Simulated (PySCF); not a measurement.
# Spinor energies of I⁻ (iodine, charge -1)

Start: [Xe]. Calculated with PySCF 2.14 in x2c-SVPall-2c with one added diffuse shell each of s, p type (7s9p4d, 54 functions): generalised Hartree-Fock with the X2C-1e Hamiltonian and a Gaussian nucleus; one run each with spin-orbit coupling (SO) switched off, then screened by Boettger's factors.

```csv
spinor shell,electrons,"ε, spin-free (eV)","ε, screened SO (eV)",weight of nominal j (screened SO),"rms radius, screened SO (bohr)"
1s1/2,2,-33321.8,-33318.2,1.000,0.0312
2s1/2,2,-5241.1,-5240.0,1.000,0.127
2p1/2,2,-4697.7,-4905.7,1.000,0.109
2p3/2,4,-4697.7,-4603.8,1.000,0.115
3s1/2,2,-1094.7,-1094.5,1.000,0.334
3p1/2,2,-914.25,-954.46,1.000,0.327
3p3/2,4,-914.25,-895.92,1.000,0.338
3d3/2,4,-644.02,-651.00,1.000,0.311
3d5/2,6,-644.02,-639.06,1.000,0.314
4s1/2,2,-203.51,-203.44,1.000,0.788
4p1/2,2,-144.34,-152.14,1.000,0.828
4p3/2,4,-144.34,-140.75,1.000,0.853
4d3/2,4,-55.003,-56.006,1.000,0.995
4d5/2,6,-55.003,-54.275,1.000,1.00
5s1/2,2,-16.564,-16.563,1.000,2.21
5p1/2,2,-3.425,-4.204,1.000,2.78
5p3/2,4,-3.425,-3.080,1.000,2.97
```

| quantity | spin-free | screened SO |
| --- | --- | --- |
| E (hartree) | -7111.01152 | -7113.10335 |
| M_J | 0 | 0 |
| ⟨J²⟩ | 0.000 | 0.000 |
| ⟨L²⟩ | 0.000 | 0.035 |
| ⟨S²⟩ | 0.000 | 0.035 |

Breit and QED terms are absent; they matter most for the inner s and p1/2 levels.

Densities and radii are taken from the X2C orbitals without a picture-change correction, which distorts them close to the nucleus.

Without spin-orbit coupling the j labels of p, d and f shells carry no meaning; the spin-free column gives the mean over the occupied spinors of each nl shell.
